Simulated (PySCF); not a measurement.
Match the calculated data to a structure.

All candidates are C2H8FNSi.

| technique | computed result |
| --- | --- |
| UV, strongest line | among the 8 lowest singlet transitions: S5 at 7.45 eV (167 nm, f = 0.036) [TDDFT PBE0/def2-SVPD] |
| Dipole | 2.07 D [PBE0/def2-SVPD] |
| 13C NMR | chemical shifts (computed TMS as zero) by class: 45.2 (1 C), 28.2 (1 C) ppm [GIAO PBE0/pcSseg-1] |
| Rotational structure | rotational constants A, B, C: 6.055, 2.554, 1.999 GHz [GFN2-xTB] |
| Triplet | lowest triplet excitation (Tamm–Dancoff): 5.84 eV [TDA PBE0/def2-SVPD] |
| NMR, other nuclei | isotropic shieldings of nuclei other than C and H, by class: 217 (1 N), 397 (1 F), 332 (1 Si) ppm [GIAO PBE0/pcSseg-1] |

The electronic properties come from PySCF, for the isolated species, density fitting. Levels stand in brackets. Isolated species at its GFN2-xTB geometry (one conformer only). NMR values are class means; diastereotopic atoms form classes of their own.

Question: Which candidate is it?
A. `C[C@H](F)[SiH2]N`
B. `CC[Si@H](N)F`
C. `N[SiH2]CCF`
D. `NCC[SiH2]F`
E. `CCN[SiH2]F`

Answer: D. It is `NCC[SiH2]F`. Numbering: `[NH2:1][CH2:2][CH2:3][SiH2:4][F:5]`. Its formula, C2H8FNSi, gives 0 degrees of unsaturation, so no ring and no π bond. 2 carbons fall into 2 classes; from least to most shielded: sp3 carbon bound to nitrogen [C2] (45.2 ppm), sp3 carbon bound to silicon [C3] (28.2 ppm). The other shieldings belong to: 217 ppm, primary amine nitrogen [N1]; 397 ppm, silicon-bound fluorine [F5]; 332 ppm, fluorine-bound silicon [Si4]. The optimised geometry has point group C1 and is an asymmetric top.

The others, at the same levels:
- `CCN[SiH2]F` fails: its computed 13C shifts are 38.6 (1 C), 21.7 (1 C) ppm, rotational constant A is 7.745 GHz (against 6.055 GHz) and dipole moment is 2.42 D (against 2.07 D).
- `C[C@H](F)[SiH2]N` fails: its computed 13C shifts are 88.5 (1 C), 20.2 (1 C) ppm, strongest line among the 8 lowest singlet transitions is S7 at 8.18 eV (152 nm, f = 0.036) (against S5 at 7.45 eV) and rotational constant A is 5.344 GHz (against 6.055 GHz).
- `CC[Si@H](N)F` fails: its computed 13C shifts are 13.0 (1 C), 6.9 (1 C) ppm, lowest triplet excitation (Tamm–Dancoff) is 6.27 eV (against 5.84 eV) and strongest line among the 8 lowest singlet transitions is S7 at 8.41 eV (147 nm, f = 0.093) (against S5 at 7.45 eV).
- `N[SiH2]CCF` fails: its computed 13C shifts are 84.6 (1 C), 20.1 (1 C) ppm, strongest line among the 8 lowest singlet transitions is S8 at 8.44 eV (147 nm, f = 0.048) (against S5 at 7.45 eV) and rotational constant A is 9.936 GHz (against 6.055 GHz).

Each candidate is one conformer, not necessarily the lowest. Dipoles, sizes and rotational constants follow the conformer. The torsions of the flexible species, by atom-mapped SMILES:
- `[NH2:1][CH2:2][CH2:3][SiH2:4][F:5]`: N1–C2–C3–Si4 -60°, C2–C3–Si4–F5 72°, H–N1–C2–C3 62°, H–N1–C2–C3 -56°
- `[CH3:1][CH2:2][NH:3][SiH2:4][F:5]`: C1–C2–N3–Si4 86°, C2–N3–Si4–F5 49°
- `[CH3:1][C@H:2]([F:3])[SiH2:4][NH2:5]`: C1–C2–Si4–N5 60°, H–N5–Si4–C2 180°, H–N5–Si4–C2 41°
- `[CH3:1][CH2:2][Si@H:3]([NH2:4])[F:5]`: C1–C2–Si3–N4 -69°, H–N4–Si3–C2 57°, H–N4–Si3–C2 -161°
- `[NH2:1][SiH2:2][CH2:3][CH2:4][F:5]`: N1–Si2–C3–C4 -175°, Si2–C3–C4–F5 -60°, H–N1–Si2–C3 -48°, H–N1–Si2–C3 175°
